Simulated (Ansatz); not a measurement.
Two members of one family (Onium cations), computed with Ansatz in the gas phase. The two geometries come from different levels. The structures are stationary points that may keep the symmetry of their start.

First: N-butyl-N-methylpyrrolidinium (singlet, charge 1, r2SCAN-D4/def2-SVP geometry).

```xyz
30

C     2.4947    2.8623   -1.7106
C     1.4737    1.7441   -1.8777
C     1.1899    1.0126   -0.5609
C     0.1967   -0.1138   -0.7794
N    -0.2938   -0.8123    0.4750
C     0.8571   -1.2649    1.3154
C    -1.1482   -2.0241    0.0839
C    -2.2924   -2.0353    1.0781
C    -2.6113   -0.5470    1.1997
C    -1.2320    0.0912    1.2988
H     2.1455    3.6205   -0.9904
H     2.6788    3.3728   -2.6671
H     3.4607    2.4753   -1.3494
H     0.5287    2.1536   -2.2765
H     1.8337    1.0170   -2.6271
H     0.8063    1.7375    0.1802
H     2.1401    0.6186   -0.1594
H     0.6334   -0.9032   -1.4136
H    -0.7110    0.2542   -1.2853
H     1.5540   -1.8386    0.6901
H     0.4717   -1.8972    2.1258
H     1.3657   -0.3916    1.7397
H    -1.5180   -1.8373   -0.9348
H    -0.5069   -2.9157    0.0704
H    -1.9787   -2.4585    2.0476
H    -3.1358   -2.6391    0.7136
H    -3.1438   -0.1930    0.3011
H    -3.2314   -0.2933    2.0721
H    -0.8588    0.0900    2.3317
H    -1.1688    1.1154    0.9088
```

| level | HOMO (eV) | LUMO (eV) | gap (eV) |
| --- | --- | --- | --- |
| PBE-D4/def2-SVP | -11.08 | -3.74 | 7.34 |
| PBE-D4/def2-TZVP | -11.14 | -4.00 | 7.14 |
| B3LYP-D4/6-31G | -12.24 | -2.67 | 9.57 |
| PBE0-D4/def2-SVP | -12.52 | -2.82 | 9.70 |
| PBE0-D4/def2-TZVP | -12.55 | -3.15 | 9.41 |

Second: tris(4-fluorophenyl)sulfonium (singlet, charge 1, PBE-D4/def2-SVP geometry).

```csv
atom,x (Å),y (Å),z (Å)
F1,5.213,1.861,0.252
C2,3.999,1.355,0.446
C3,2.902,1.954,-0.193
C4,1.622,1.426,0.008
C5,1.475,0.306,0.845
S6,-0.122,-0.440,1.171
C7,-0.313,-1.699,-0.093
C8,-1.247,-2.715,0.188
C9,-1.454,-3.726,-0.755
C10,-0.708,-3.712,-1.946
F11,-0.897,-4.677,-2.837
C12,0.238,-2.708,-2.217
C13,0.438,-1.688,-1.281
C14,-1.321,0.825,0.751
C15,-1.881,0.931,-0.534
C16,-2.812,1.946,-0.783
C17,-3.160,2.827,0.254
F18,-4.045,3.788,0.013
C19,-2.608,2.714,1.542
C20,-1.684,1.697,1.797
C21,2.574,-0.285,1.499
C22,3.852,0.241,1.289
H23,3.064,2.833,-0.834
H24,0.751,1.892,-0.473
H25,-1.815,-2.718,1.130
H26,-2.174,-4.537,-0.577
H27,0.807,-2.744,-3.157
H28,1.185,-0.904,-1.473
H29,-1.606,0.227,-1.332
H30,-3.279,2.064,-1.773
H31,-2.919,3.417,2.327
H32,-1.251,1.588,2.802
H33,2.438,-1.149,2.167
H34,4.737,-0.189,1.778
```

Question: What does the change do? Estimate second minus first.

Answer: 
```tsv
level	Δ HOMO (eV)	Δ LUMO (eV)	Δ gap (eV)
PBE-D4/def2-SVP	1.40	-2.05	-3.45
PBE-D4/def2-TZVP	1.44	-1.89	-3.33
B3LYP-D4/6-31G	1.76	-2.18	-3.94
PBE0-D4/def2-SVP	1.74	-2.21	-3.95
PBE0-D4/def2-TZVP	1.82	-1.94	-3.76
```
